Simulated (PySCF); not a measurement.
# Vertical excitation energies

C₆H₈F₂O.
SMILES: `FC(F)OC12CC(C1)C2`

The calculation used PySCF 2.14.0, density-fitted response routines, TDDFT CAM-B3LYP/def2-SVPD, vertical, gas phase, core orbitals frozen in the response. Isolated species at its PBE0-D3(BJ)/def2-SVP geometry (one conformer only). Torsions of this conformer, `[F:1][CH:2]([F:3])[O:4][C@@:5]12[CH2:6][C@@H:7]([CH2:8]1)[CH2:9]2`: F1–C2–O4–C5 169°, C2–O4–C5–C6 -175°.

Question: List the vertical singlet excitations with oscillator strengths and describe the spectrum.

Answer: 

```tsv
state	E (eV)	ν̃ (cm⁻¹)	f	main configurations (H = HOMO, L = LUMO)
S1	8.44	68060	0.021	H→L (79%), H→L+1 (16%)
S2	8.80	71000	0.041	H→L+1 (72%), H→L (16%)
S3	9.09	73280	0.018	H→L+2 (78%), H-1→L (10%)
S4	9.23	74480	0.045	H-1→L (54%), H→L+3 (25%)
S5	9.28	74840	0.040	H-2→L (46%), H-2→L+1 (12%), H→L+3 (12%)
S6	9.32	75180	0.031	H-3→L (58%), H-2→L (15%), H-3→L+1 (13%)
```

The lowest singlet comes at 147 nm (814 kJ/mol) in the vacuum ultraviolet; it is weak; its leading configuration is HOMO→LUMO (79%). The strongest level in the table is S4 at 9.23 eV (134 nm, f = 0.045). Löwdin shares by element: HOMO carbon 42% or more, oxygen 39% (atoms not listed hold the other 19%); LUMO carbon 23% or more, hydrogen 21% or more (atoms not listed hold the other 56%). Of the 6 states listed, 6 reach f = 0.01 and none stays under 0.0005. The listed states span 0.88 eV, and the widest gap between neighbours is 0.36 eV (S1 to S2). Orbital energies (eV): HOMO-3 -11.05, HOMO-2 -11.02, HOMO-1 -10.75, HOMO -9.96, LUMO 1.25, LUMO+1 1.58, LUMO+2 1.96. Only the lowest 6 singlets were computed, as vertical energies without vibronic structure.

Without π bonds the low states may be Rydberg-like; a valence basis with one diffuse set may place them up to an eV too high.
